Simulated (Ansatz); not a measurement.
Start from `[CH3][In]([SH])[SiH2]O` and change one atom or group to get `C[O][In]([CH3])[SH]`.

Ansatz, PBE0-D4/def2-TZVP geometries, multiplicity 1. Each molecule was computed in one conformer, which needn't be the lowest.

Elements past krypton have def2 core potentials.

| property | `[CH3][In]([SH])[SiH2]O` |
| --- | --- |
| HOMO–LUMO gap (ωB97M-V/def2-TZVPP) / eV | 9.05 |
| size of the dipole moment (PBE/def2-TZVPP) / D | 2.16 |
| HOMO energy (ωB97M-V/def2-TZVPP) / eV | -9.13 |
| size of the dipole moment (ωB97M-V/def2-TZVPP) / D | 2.35 |
| HOMO energy (PBE/def2-TZVPP) / eV | -6.04 |
| HOMO–LUMO gap (PBE0/def2-TZVPP) / eV | 5.51 |

Task: Give the same properties after the change, and the shifts. (Estimate.)

Result: Computed: 
```json
{"property": "HOMO–LUMO gap (ωB97M-V/def2-TZVPP) / eV", "`C[O][In]([CH3])[SH]`": "9.98", "shift": "0.93"}
{"property": "size of the dipole moment (PBE/def2-TZVPP) / D", "`C[O][In]([CH3])[SH]`": "2.51", "shift": "0.35"}
{"property": "HOMO energy (ωB97M-V/def2-TZVPP) / eV", "`C[O][In]([CH3])[SH]`": "-9.42", "shift": "-0.29"}
{"property": "size of the dipole moment (ωB97M-V/def2-TZVPP) / D", "`C[O][In]([CH3])[SH]`": "2.65", "shift": "0.30"}
{"property": "HOMO energy (PBE/def2-TZVPP) / eV", "`C[O][In]([CH3])[SH]`": "-5.75", "shift": "0.29"}
{"property": "HOMO–LUMO gap (PBE0/def2-TZVPP) / eV", "`C[O][In]([CH3])[SH]`": "6.24", "shift": "0.73"}
```

Dipoles are sizes alone; their direction can turn.
